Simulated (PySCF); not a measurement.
C₃H₉BO, SMILES CBOCC at its CAM-B3LYP/def2-SVP optimised geometry (Å):

```
14

B     -0.4903     0.9777     0.0000
H     -1.0927     2.0297     0.0000
C      1.0825     0.9777     0.0000
H      1.4395     1.5096     0.8986
H      1.4374     1.5808    -0.8528
H      1.5786    -0.0021    -0.0407
O     -1.2832    -0.1110     0.0020
C     -0.8471    -1.4571    -0.0063
C     -0.7762    -1.9988    -1.4194
H      0.1285    -1.5537     0.4969
H     -1.5786    -2.0297     0.5843
H     -0.0143    -1.4667    -2.0088
H     -0.5178    -3.0684    -1.4102
H     -1.7454    -1.8800    -1.9253
```

Level of theory: CAM-B3LYP/def2-TZVP run with PySCF 2.14.0.

Map of the electrostatic potential (hartree/e), clipped to [-0.08, 0.12] on the plane z = 1.5 Å:

```
|......................:::::::::|
|.....................::::::::::|
|....................:::::::::::|
|...................::::::::::::|
|..................:::::::::::::|
|.................::::::::::::::|
|.................::::::::::::::|
|.......   .....:::--=--::::::::|
|.....     ...::::-=**+=-:::::::|
|.....    ...:-----+@@%+-:::::::|
|....     ..:-==--=*@@@+-:::::::|
|...      ..:=++=--+%@#=-:::::::|
|...       .:=++=--=++=-::::::::|
|...       .:-===-----::::::::::|
|...        .:-----:::::::::::::|
|....       .::---::::::::::::::|
|....       .::---::::::::::::::|
|......   ..:::----:::::::::::::|
|..........::--------:::::::::::|
|........::-----===---::::::::::|
|.....:::------====---::::::::::|
|...::::--===---===---::::::::::|
|.::::::-=++=---------::::::::::|
|:::::::-====--------:::::::::::|
|:::::::--==--------::::::::::::|
|:::::::------::::::::::::::::::|
|::::::::----:::::::::::::::::::|
|:::::::::::::::::::::::::::::::|
|:::::::::::::::::::::::::::::::|
|:::::::::::::::::::::::::::::::|
|:::::::::::::::::::::::::::::::|
```
Scale: ten equal steps from -0.032 (start of ' ') to 0.120 (end of '@'), in the order ' .:-=+*#%@'; x runs from -4.50 to 4.50, y from -4.50 (bottom) to 4.50 (top).
